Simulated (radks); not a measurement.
Neutral selenium inside a hard spherical wall (all orbitals vanish at R), configuration held at [Ar] 3d10 4s2 4p4 and not refilled when levels cross. All-electron calculation, scalar-relativistic Kohn-Sham, PBEsol, spin-unpolarised, spherical densities, finite nucleus; Fermi nuclear charge, rms radius 4.14 fm. Program: a radial shooting solver on a logarithmic mesh with Libxc functionals. Eigenvalues in eV, with the zero of energy where the potential of the charges vanishes at infinity; a dash marks a level that is unbound or too diffuse for the functional's potential to be trusted. A positive occupied level is held by the wall or, in an anion where self-interaction has pushed it up, behind a barrier. The pressure on the wall is -dE/dV.

R (bohr)  E (hartree)  kinetic (hartree)    e(3p)    e(3d)    e(4s)   e(4p)  e(5s, empty)  e(5p, empty)  pressure (GPa)
free      -2428.28462           2477.619  -152.76  -53.120  -17.292  -6.510             -             -               0
20        -2428.28462           2477.619  -152.76  -53.120  -17.292  -6.510             -             -        < 0.0001
15        -2428.28462           2477.619  -152.76  -53.120  -17.292  -6.510        -0.338         0.702        < 0.0001
10        -2428.28455           2477.619  -152.75  -53.112  -17.285  -6.504         0.150         1.925         0.00212
7         -2428.28052           2477.653  -152.51  -52.878  -17.098  -6.319         2.287         5.676           0.270
3.5       -2427.62985           2480.633  -143.14  -43.641   -9.785   2.472        37.705        49.205             201
3         -2426.78959           2483.753  -136.76  -37.399   -3.669  10.042        63.697        77.919             662
2         -2418.48216           2509.957  -105.54   -6.521   42.303  63.838        225.69        246.88           12300
1.5       -2396.05067           2574.898  -58.489   43.049   148.78  178.67        519.69        539.35           89500
